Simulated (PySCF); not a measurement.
B(vinyl)(OH)2 (C₂H₅BO₂), SMILES OB(C=C)O.

The structure is a stationary point at B3LYP-D3(BJ)/def2-SVP. Other conformers were not sampled.

Two levels are set side by side: TDA-PBE/def2-SVPD (PySCF) and TDA-ωB97X/def2-SVPD (PySCF). Vertical, same geometry. The lowest singlet is HOMO−2→LUMO 99 % with PBE and HOMO−1→LUMO 96 % with the other functional; states are paired by order. Differences are taken from unrounded values.

| quantity | TDA-ωB97X | TDA-PBE | TDA-PBE minus TDA-ωB97X |
|---|---|---|---|
| lowest singlet excitation (eV) | 6.92 | 6.17 | -0.75 |
| lowest triplet excitation (TDA) (eV) | 4.06 | 4.05 | -0.01 |
| first bright state (f over 0.05) (eV) | 7.34 | 7.02 | -0.32 |
| its oscillator strength | 0.51 | 0.48 | -0.03 |

Functionals without exact exchange tend to place singlet excitations lower, as here. Differences between two approximate levels are no errors against the true value.

Rough cost on one machine, each run with all the roots and properties that it gave: TDA-ωB97X against TDA-PBE about 5 times.
